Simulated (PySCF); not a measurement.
Molecule: C3HF4, charge 0, multiplicity 2. It need not be the lowest isomer of its formula. SMILES: [CH]=C(F)C(F)(F)F
Structure (B3LYP-D3(BJ)/def2-TZVP (Ansatz) minimum search):
```
C
C 1 1.2989
F 1 1.3529 2 123.59
H 2 1.0731 1 143.18 3 0.00
C 1 1.5101 2 125.35 4 -180.00
F 5 1.3378 1 111.09 2 0.00
F 5 1.3438 6 108.25 1 121.93
F 5 1.3438 6 108.25 7 116.13
```
Charge 0, spin multiplicity 2.

Dispersion corrections to the total energy (kcal/mol) from the dftd3 and dftd4 libraries through PySCF: D3(BJ) without and D4 with the three-body term, each with the damping fitted for the functional named.

```tsv
functional	D3(BJ)	D4
HF	-26.06	-13.65
BP86	-4.72	-4.50
TPSSh	…	-4.29
HSE06	…	-2.66
r2SCAN	-0.83	-0.86
LC-wPBE	-2.79	-3.83
CAM-B3LYP	-2.27	…
```

Question: Fill in the missing entries.

Answer: 
- TPSSh, D3(BJ): -3.51
- HSE06, D3(BJ): -1.89
- CAM-B3LYP, D4: -2.87
